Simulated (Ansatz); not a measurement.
Coupled-cluster diagnostics for In(NH2Me)H3 (CH₈InN), Ansatz.

Geometry of the singlet (PBE0-D4/def2-SVP):

Cartesian coordinates in Å:
```
In -0.632 0.042 -1.727
N -0.314 0.371 0.615
C 0.846 -0.330 1.159
H -1.171 0.074 1.082
H -0.239 1.376 0.772
H 0.984 -0.171 2.242
H 0.739 -1.407 0.972
H 1.751 0.007 0.635
H -0.797 -1.694 -1.650
H 0.902 0.711 -2.219
H -2.069 1.020 -1.883
```

In the def2 sets In takes a core potential; there is no spin–orbit coupling. Correlated methods freeze 6 core orbitals; core or outer-core shells of In are correlated, in sets that lack core-valence functions.

(1) Estimate the CCSD(T) correlation energy, the shares of MP2 and (T), T1 and the reference's ⟨S²⟩ for: charge 0, singlet, own geometry in def2-TZVPP; and the rough time on 4 threads of Intel Xeon on a shared host.

Answers

(1) 
```json
{"state": "charge 0, singlet, own geometry", "basis": "def2-TZVPP", "correlation (eV)": "-21.149", "MP2 share (%)": "92.4", "(T) share (%)": "3.0", "T1": "0.012", "⟨S²⟩ (pure)": "0.00 (0.00)", "wall time": "4.9 min"}
```
Customary marks for T1 are 0.02 (closed shells), 0.045 (open shells) and about 0.05 (3d metals). T1 stays under 0.02 throughout.
